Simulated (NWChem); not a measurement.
# CH₅AlOS; SMILES C[S][AlH][OH]

```xyz
9

Al    -0.5650     1.0063     0.0028
H     -1.9014     1.8500     0.0036
O      0.9911     1.7054     0.0029
H      1.2043     2.6392    -0.0054
S     -0.6084    -1.1632     0.0033
C      1.1785    -1.5705     0.0011
H      1.8003    -0.6656     0.0024
H      1.4009    -2.1656    -0.8947
H      1.4020    -2.1690     0.8944
```
Atoms are numbered in this order, from 1.

STO-3G and 3-21G are far too small for this property and stand as cheap habits. The geometry was optimised at PBE0/def2-SVP.

Problem. Give the principal values of the shielding tensors (ppm) of Al1, O3, S5, C6 from Hartree-Fock/STO-3G, GIAO (NWChem), with their diamagnetic and paramagnetic parts as GIAO splits them.

Solution. 
```tsv
atom	σ11	σ22	σ33	isotropic	diamagnetic	paramagnetic
Al1	341.2	432.3	482.6	418.7	782.1	-363.3
O3	333.4	389.5	462.8	395.2	382.5	12.8
S5	804.3	890.5	1027.5	907.4	1044.9	-137.5
C6	217.2	219.9	239.5	225.5	249.1	-23.6
```
